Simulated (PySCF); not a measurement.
Ionisation energy of V²⁺ by level of theory

V²⁺ [Ar] 3d3 [3d3/2^3, M_J = 3/2] → V³⁺ [Ar] 3d2 [3d3/2^2, M_J = 2], as a difference of total energies. Calculation: PySCF 2.14, in x2c-QZVPPall-2c; the two-component X2C-1e Hamiltonian. Correlated levels: [Ne] frozen; the 8 highest virtual spinors dropped. "Screened" scales the spin-orbit matrix elements by Boettger's factors to mimic the two-electron term; Breit and QED terms are absent.

```csv
method,ionisation energy (eV),error (eV)
GHF (spin-free),28.198,-1.113
GMP2 (spin-free),29.199,-0.112
GHF (screened spin-orbit),28.190,-1.121
GMP2 (screened spin-orbit),29.191,-0.120
```

Reference: 29.311 eV (measured; NIST Atomic Spectra Database, ionization energies).

Errors of the correlated levels include the incompleteness of this basis and the frozen core.

The labels give the starting determinants; with spin-orbit coupling the two ends relaxed to ⟨J²⟩ = 6.69, ⟨L²⟩ = 12.00, ⟨S²⟩ = 3.75 and ⟨J²⟩ = 7.78, ⟨L²⟩ = 12.00, ⟨S²⟩ = 2.00.

The determinant of V²⁺ and of V³⁺ mixes levels of different J (the jj label is only the starting occupation), so the difference between spin-free and spin-orbit rows is not the physical spin-orbit shift.
